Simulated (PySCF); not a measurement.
**F⁺: ionisation energy**

F⁺ [He] 2s2 2p4 (3P) → F²⁺ [He] 2s2 2p3 (4S), as a difference of total energies. Computed with PySCF 2.14 in 6-31G*, with no relativity, point nucleus. Correlated levels: valence: 1s2 frozen. The calculations carry no spin-orbit coupling.

```tsv
method	ionisation energy (eV)
UHF	33.437
M06-L	35.335
LDA	35.364
MP2 (valence)	34.276
SCS-MP2 (valence)	34.258
CCSD (valence)	34.296
CCSD(T) (valence)	34.311
```

Question: How much does correlation contribute at CCSD(T) (valence)?

Answer: 34.311 − (33.437) = 0.874 eV, measured against UHF.

Errors of the correlated levels include the incompleteness of this basis and the frozen core.

For comparison: 34.950 eV (measured; NIST levels, between the centres of gravity of the two terms).
